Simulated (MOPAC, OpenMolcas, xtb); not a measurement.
**A ladder of methods for BSiH2ClO (SMILES ClB1O[SiH2]1)**

The species is BSiH2ClO (6 atoms), meant as a singlet with charge 0. SMILES: `ClB1O[SiH2]1`. Geometry: relaxed at GFN2-xTB.

Quantity: the HOMO–LUMO gap, in eV. The values are calculated.

```json
{"level": "AM1", "kind": "semi-empirical", "program": "MOPAC", "value (eV)": "8.27"}
{"level": "MNDO", "kind": "semi-empirical", "program": "MOPAC", "value (eV)": "8.93"}
{"level": "PM7", "kind": "semi-empirical", "program": "MOPAC", "value (eV)": "8.85"}
{"level": "GFN0-xTB", "kind": "semi-empirical", "program": "xtb", "value (eV)": "2.64"}
{"level": "HF/def2-SVP", "kind": "Hartree–Fock", "program": "OpenMolcas", "value (eV)": "12.23"}
{"level": "BLYP/def2-SVP", "kind": "GGA", "program": "OpenMolcas", "value (eV)": "4.19"}
{"level": "B3LYP/def2-SVP", "kind": "global hybrid", "program": "OpenMolcas", "value (eV)": "5.80"}
{"level": "PBE0/def2-SVP", "kind": "global hybrid", "program": "OpenMolcas", "value (eV)": "6.22"}
{"level": "B2PLYP/def2-SVP", "kind": "double hybrid", "program": "OpenMolcas", "value (eV)": "8.44"}
```

The values span 2.64 to 12.23 eV. Orbital gaps aren't excitation energies, and those of double hybrids come from the SCF part alone; they tend to grow with the share of exact exchange.
